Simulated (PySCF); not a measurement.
SiF2I2, SMILES F[Si](F)(I)I. Geometry optimised at PBE-D3(BJ)/def2-SVP. The def2 effective core potentials stand for the cores of I; spin–orbit coupling is left out.

Q: Give the equilibrium geometry at PBE-D3(BJ)/def2-SVP (PySCF confirms it by a frequency run) as Cartesian coordinates in Å, and its point group. (The exact figures need the calculation; the answer reports its results.)

A: point group C2v.
```xyz
5

F      0.0000     1.3010     1.8632
Si     0.0000     0.0000     0.8945
F      0.0000    -1.3010     1.8632
I     -2.0302     0.0000    -0.4345
I      2.0302     0.0000    -0.4345
```
